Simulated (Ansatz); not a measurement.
Ideal-gas functions of ClH4N2Sc (`[NH2][Sc]([NH2])[Cl]`) at 800 K and 1 bar, from an Ansatz frequency run at PBE0-D4/def2-TZVP.

Molar mass 112.46 g/mol, point group C2v (symmetry number 2), electronic degeneracy 1, moments of inertia 98.417, 211.295, 309.712 u Å². Harmonic wavenumbers (cm⁻¹, unscaled): 87, 102, 131, 280, 297, 374, 390, 479, 509, 523, 655, 683, 1537, 1545, 3539, 3541, 3629, 3629.

Use S(trans) = R[1.5 ln M + 2.5 ln T − 1.1517]; rotational temperatures θ = 24.2544 K / I; S(rot) = R[ln(√π/σ · √(T³/θAθBθC)) + 1.5]; for each mode x = 1.438777 ν̃/T, S = R[x/(eˣ − 1) − ln(1 − e⁻ˣ)] and H = RT x/(eˣ − 1); 1 cm⁻¹ = 0.0119627 kJ/mol; R = 8.31446 J/(mol·K).

By hand: the entropy, in J/(mol·K).

Translation 188.3. Rotation: θ = 0.2464, 0.1148, 0.0783 K, giving 120.2. Vibration, mode by mode: 23.75, 22.43, 20.35, 14.11, 13.63, 11.77, 11.43, 9.81, 9.33, 9.12, 7.42, 7.11, 2.09, 2.06, 0.11, 0.11, 0.09, 0.09, in all 164.8. Electronic 0.0. Sum 473.3 J/(mol·K).

By hand: H − E and G − E in kJ/mol, counted from the electronic energy.

Zero-point energy ½ × 21930 × 0.0119627 = 131.2; thermal vibration 59.4; translation, rotation and pV give 4 RT = 26.6. H − E = 217.2 kJ/mol, and G − E = 217.2 − 800 × 473.3/1000 = -161.4 kJ/mol.

Vibration gives 35 % of the entropy, 66.5 J/(mol·K) of it from the modes under 150 cm⁻¹: soft modes count most, and the harmonic formula is weakest for them. The sum counts one conformer and one mirror image; others add a mixing term.
